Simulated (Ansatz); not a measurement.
Stretching the C4–H5 bond in CH4OPb (SMILES C[O][PbH]) (multiplicity 1 held, fragments rigid). Energies count from the point at 1.096 Å.
Geometry at that point (charge 0, multiplicity 1):
```tsv
atom	x (Å)	y (Å)	z (Å)
Pb	-0.1809	-0.2465	0.3404
H	-1.2280	-0.7418	-1.1382
O	1.0053	1.0693	-0.7791
C	0.8971	1.3487	-2.1557
H	0.7105	2.4184	-2.3063
H	1.8370	1.1000	-2.6624
H	0.0880	0.7879	-2.6394
```

R- and RO- levels are restricted; in cc, def2 and unpolarised 6-31G sets they are followed outwards from rest. Unrestricted levels (U-) break spin symmetry where that is lower. Active spaces are followed from a long bond inwards. Levels need not reach the same state.

Correlated levels freeze the cores. Filled d and f shells under p-block atoms count as core.

Programs: Ansatz (Gaussian orbitals). Each number belongs to the level named beside it. In def2 rows elements past Kr take small-core potentials, without spin–orbit coupling.

Energies in kcal/mol.

```tsv
R (Å)	R-HF/def2-SVP	U-CCSD/def2-SVP	CASSCF(2,2)/def2-SVP	FIC-MRCISD on CASSCF(2,2)/def2-SVP	FIC-MRCISD+Q on CASSCF(2,2)/def2-SVP
0.877	30.0	31.9	33.3	32.1	32.0
0.987	5.9	6.8	7.6	6.9	6.9
1.096	0.0	0.0	0.0	0.0	0.0
1.206	4.0	3.0	2.2	2.9	2.9
1.316	13.2	11.1	9.2	10.7	10.8
1.480	30.9	…	23.5	26.0	26.2
1.645	49.7	43.3	38.4	41.8	42.0
1.919	78.5	68.2	59.7	64.3	64.6
2.193	102.6	86.2	75.0	80.3	80.6
2.522	126.0	97.3	86.1	91.9	92.3
2.960	149.9	…	92.6	99.0	99.5
3.508	171.4	…	95.1	101.7	102.2
```

Complete the blanks.


- 1.480, U-CCSD/def2-SVP: 26.9
- 3.508, U-CCSD/def2-SVP: 102.5
- 2.960, U-CCSD/def2-SVP: 101.4

Doubts at one or more of the structures used: a restricted determinant that unrestricted orbitals would lower (R-HF/def2-SVP); a spin-contaminated determinant (U-CCSD/def2-SVP); T1 above 0.05 (U-CCSD/def2-SVP).

Ansatz is a quantum-chemistry and plane-wave program.
